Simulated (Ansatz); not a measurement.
Calculation: PBE0-D3(BJ)/def2-SVP (Ansatz, a first-principles code). No frequencies were computed at this level.

Ansatz 0.2 input:
```yaml
crystal:
  periodic: [false, false, false]
  atoms:
    - { symbol: C, position_ang: [1.185905, -0.022664, -0.022434] }
    - { symbol: C, position_ang: [0.298393, -1.163096, 0.008263] }
    - { symbol: C, position_ang: [-0.976295, -0.696815, 0.026895] }
    - { symbol: C, position_ang: [-0.918736, 0.747422, 0.009069] }
    - { symbol: C, position_ang: [0.414961, 1.131848, -0.021848] }
    - { symbol: H, position_ang: [2.259186, -0.077415, -0.042617] }
    - { symbol: H, position_ang: [0.620896, -2.186962, 0.014689] }
    - { symbol: H, position_ang: [-1.883142, -1.270589, 0.051193] }
    - { symbol: H, position_ang: [-1.774054, 1.398329, 0.017509] }
    - { symbol: H, position_ang: [0.783471, 2.139788, -0.041753] }
basis:
  gaussian: { orbitals: def2-svp }
hamiltonian:
  xc: pbe0
  dispersion: d3bj
relax:
  max_steps: 150
magnetization:
  spin_polarized: true
  initial_magnetization: 1
```

Output:

```
Functional definition: PBE0
1111 factors; integrals over basis functions are off by at most 4.5e-4 eV
mean field evaluation 1: about -5248.6972 eV, gradient 3.1e1 eV
mean field evaluation 2: about -5248.4530 eV, gradient 3.4e1 eV
mean field evaluation 4: about -5254.1782 eV, gradient 6.1e-1 eV
mean field evaluation 8: about -5254.2323 eV, gradient 3.0e-2 eV
mean field evaluation 16: about -5254.2323 eV, gradient 4.1e-5 eV
mean field -5254.23231633 eV, -193.0894761786 hartree, gradient 1.8e-5 eV, S^2 0.774159; 2 other end points of the search recorded, 0 dependent functions left out
reference -5254.23233963 eV, -193.0894770347 hartree; 18, 17 occupied and 77, 78 virtual orbitals, 1111 factors
relax step   1: F+E_penalty+E_count = -5254.41466629 eV  Δ(F+E_penalty+E_count) = +0.000e0 eV  max|allowed force component| = 6.242e-1 eV/Å  Δτ_max = 0.0000 Å  (56 SCF iters, accepted)
these checks for a lower state are left out or cut short: starts, cluster_reference, orbital_swaps, neighbouring_geometries, increment
1111 factors; integrals over basis functions are off by at most 4.5e-4 eV
mean field -5254.27864300 eV, -193.0911786522 hartree, gradient 2.4e-5 eV, S^2 0.775361; 0 other end points of the search recorded, 0 dependent functions left out
reference -5254.27866658 eV, -193.0911795189 hartree; 18, 17 occupied and 77, 78 virtual orbitals, 1111 factors
relax step   2: F+E_penalty+E_count = -5254.46088133 eV  Δ(F+E_penalty+E_count) = -4.622e-2 eV  max|allowed force component| = 1.547e-1 eV/Å  Δτ_max = 0.0271 Å  (38 SCF iters, accepted)
these checks for a lower state are left out or cut short: starts, cluster_reference, orbital_swaps, neighbouring_geometries, increment
1111 factors; integrals over basis functions are off by at most 4.5e-4 eV
mean field evaluation 32: about -5254.2331 eV, gradient 4.4e-1 eV
mean field -5254.28182934 eV, -193.0912957481 hartree, gradient 1.8e-5 eV, S^2 0.775908; 0 other end points of the search recorded, 0 dependent functions left out
reference -5254.28185302 eV, -193.0912966182 hartree; 18, 17 occupied and 77, 78 virtual orbitals, 1111 factors
relax step   3: F+E_penalty+E_count = -5254.46404012 eV  Δ(F+E_penalty+E_count) = -3.159e-3 eV  max|allowed force component| = 3.486e-2 eV/Å  Δτ_max = 0.0084 Å  (34 SCF iters, accepted)
these checks for a lower state are left out or cut short: starts, cluster_reference, orbital_swaps, neighbouring_geometries, increment
1111 factors; integrals over basis functions are off by at most 4.5e-4 eV
mean field -5254.28182934 eV, -193.0912957481 hartree, gradient 1.2e-5 eV, S^2 0.775908; 0 other end points of the search recorded, 0 dependent functions left out
reference -5254.28185301 eV, -193.0912966181 hartree; 18, 17 occupied and 77, 78 virtual orbitals, 1111 factors
relax step   4: F+E_penalty+E_count = -5254.46404012 eV  Δ(F+E_penalty+E_count) = -5.457e-11 eV  max|allowed force component| = 3.486e-2 eV/Å  Δτ_max = 0.0000 Å  (21 SCF iters, accepted)
these checks for a lower state are left out or cut short: starts, cluster_reference, orbital_swaps, neighbouring_geometries, increment
1111 factors; integrals over basis functions are off by at most 4.5e-4 eV
mean field -5254.28172226 eV, -193.0912918131 hartree, gradient 1.4e-5 eV, S^2 0.775962; 0 other end points of the search recorded, 0 dependent functions left out
reference -5254.28174594 eV, -193.0912926834 hartree; 18, 17 occupied and 77, 78 virtual orbitals, 1111 factors
relax step   5: F+E_penalty+E_count = -5254.46393660 eV  Δ(F+E_penalty+E_count) = +1.035e-4 eV  max|allowed force component| = 5.581e-2 eV/Å  Δτ_max = 0.0077 Å  (31 SCF iters, rejected (line search))
these checks for a lower state are left out or cut short: starts, cluster_reference, orbital_swaps, neighbouring_geometries, increment
1111 factors; integrals over basis functions are off by at most 4.5e-4 eV
mean field -5254.28191645 eV, -193.0912989495 hartree, gradient 2.5e-5 eV, S^2 0.775948; 0 other end points of the search recorded, 0 dependent functions left out
reference -5254.28194013 eV, -193.0912998196 hartree; 18, 17 occupied and 77, 78 virtual orbitals, 1111 factors
relax step   6: F+E_penalty+E_count = -5254.46413584 eV  Δ(F+E_penalty+E_count) = -9.572e-5 eV  max|allowed force component| = 4.235e-3 eV/Å  Δτ_max = 0.0028 Å  (32 SCF iters, accepted)
1111 factors; integrals over basis functions are off by at most 4.5e-4 eV
mean field evaluation 64: about -5254.2819 eV, gradient 4.2e-2 eV
mean field -5254.28191645 eV, -193.0912989495 hartree, gradient 2.5e-5 eV, S^2 0.775948; 3 other end points of the search recorded, 0 dependent functions left out
reference -5254.28194013 eV, -193.0912998196 hartree; 18, 17 occupied and 77, 78 virtual orbitals, 1111 factors
Total energy: -5254.46415951 eV, -193.0979962584 hartree
Atom 0 at     1.190547    -0.018319    -0.022827 Å, force    -0.003884     0.001778    -0.000355 eV/Å
Atom 1 at     0.294635    -1.177073     0.008314 Å, force    -0.001077    -0.001784     0.000171 eV/Å
Atom 2 at    -0.982421    -0.709781     0.027378 Å, force    -0.000269    -0.001050     0.000060 eV/Å
Atom 3 at    -0.919494     0.753766     0.008682 Å, force     0.004235    -0.001501    -0.000391 eV/Å
Atom 4 at     0.421474     1.149717    -0.022004 Å, force     0.000421     0.001599     0.000367 eV/Å
Atom 5 at     2.280713    -0.070718    -0.043264 Å, force     0.001929     0.000605     0.000012 eV/Å
Atom 6 at     0.615136    -2.218605     0.014576 Å, force    -0.002121     0.002026     0.000005 eV/Å
Atom 7 at    -1.899085    -1.298555     0.052070 Å, force     0.003014    -0.000212     0.000045 eV/Å
Atom 8 at    -1.786161     1.417417     0.017511 Å, force    -0.001096     0.001836    -0.000029 eV/Å
Atom 9 at     0.795242     2.171997    -0.041470 Å, force    -0.001152    -0.003297     0.000116 eV/Å
Dipole moment:     0.002248     0.006191    -0.000121 e Å
```

Cost: around 40 core-seconds (rough).
